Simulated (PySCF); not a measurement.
CH9GeNSi.
Atom-mapped SMILES: `[NH2:1][CH2:2][GeH2:3][SiH3:4]` (hydrogens: H5, H6 on N1; H7, H8 on C2; H9, H10 on Ge3; H11, H12, H13 on Si4)

The calculation used PBE0-D3(BJ)/def2-SVP geometry optimisation, gas phase in PySCF 2.14.0.

(1) Give the optimised bond lengths and angles.

Answers

(1) 
```tsv
bond	length (Å)	order
N1–C2	1.452	single
C2–Ge3	1.973	single
Ge3–Si4	2.381	single
N1–H5, N1–H6	1.018	single
C2–H7, C2–H8	1.106	single
Ge3–H9, Ge3–H10	1.545	single
Si4–H11, Si4–H12, Si4–H13	1.495	single
```

Bonds in one row agree within 0.01 Å and their mean is given. Orders are formal, as drawn. A selection of angles:
```tsv
angle	degrees
C2–N1–H5	111.2
H5–N1–H6	106.6
N1–C2–Ge3	107.8
N1–C2–H7	108.9
N1–C2–H8	116.0
Ge3–C2–H7	105.8
Ge3–C2–H8	111.1
H7–C2–H8	106.7
C2–Ge3–Si4	103.6
C2–Ge3–H9	111.3
C2–Ge3–H10	109.5
Si4–Ge3–H9	114.0
Si4–Ge3–H10	110.5
H9–Ge3–H10	107.9
Ge3–Si4–H11	111.3
Ge3–Si4–H13	109.3
H11–Si4–H12	107.8
H12–Si4–H13	109.7
```

Dihedral angles: N1–C2–Ge3–Si4 -40° (synclinal). The mirror-image conformer, all signs reversed, is as good.

Si4 (SiH3 silicon) is tetrahedral (angles from 107.8° to 111.3°). N1 (primary amine nitrogen) is pyramidal (angles 111.6°, 111.2° and 106.6°, sum 329.3°, 0.37 Å off the plane of its three neighbours). Ge3 (germanium bonded to C, Si and 2 H) is distorted tetrahedral (angles from 103.6° to 114.0°).

Point group: C1 (no symmetry element, even within 0.4 Å). No PBE0-D3(BJ)/def2-SVP frequencies stand behind this structure, so it isn't proved a minimum. One conformer, not necessarily the lowest (H–N1–C2–Ge3 -68° and 173°, N1–C2–Ge3–Si4 -40°).
